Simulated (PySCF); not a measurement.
Symmetry of computed structures. Level of theory: PBE0/def2-SVPD in PySCF (dipole) on a GFN2-xTB geometry, gas phase. The symmetry is that of the one conformer found, every atom within 0.08 Å of its image; none is proved a minimum here.

(1) What symmetry has `[SiH3:1][NH:2][Si@@H:3]([PH2:4])[CH:5]1[CH2:6][CH2:7]1` with Si1–N2–Si3–P4 180°, N2–Si3–P4–H -83° and -176°, N2–Si3–C5–C6 -99°?

(2) Point group, rotor type and polarity of `[CH:1]#[C:2][c:3]1[cH:4][cH:5][p:6][c:7]([CH:8]=[O:9])[cH:10]1` with P6–C7–C8–O9 180°?

(3) What symmetry has `N#C[C@]12C[C@@H]3[C@H](C1)[C@@H]32`?

(4) Point group, rotor type and polarity of `[O:1]=[C:2]([OH:3])[c:4]1[cH:5][s:6][c:7]([Cl:8])[cH:9]1` with O1–C2–O3–H 0°, O1–C2–C4–C5 0°?

Answers

(1) C1; asymmetric top; symmetry number 1; this conformer is chiral (no improper operation); dipole 0.29 D; A, B, C = 1804, 925.8, 677.7 MHz.

(2) Cs; asymmetric top; symmetry number 1; 2 operations, which sort the 15 atoms into 15 sets; dipole 3.58 D, in the ab plane, which is the mirror; A, B, C = 1680, 935.9, 601.1 MHz; heavy atoms equivalent by symmetry: none.

(3) Cs; near-prolate asymmetric top; symmetry number 1; 2 operations, which sort the 15 atoms into 10 sets; dipole 4.45 D, in the ac plane, which is the mirror; A, B, C = 4891, 1826, 1669 MHz.

(4) Cs; asymmetric top; symmetry number 1; 2 operations, which sort the 12 atoms into 12 sets; dipole 0.83 D, in the ab plane, which is the mirror; A, B, C = 2577, 695.3, 547.6 MHz.
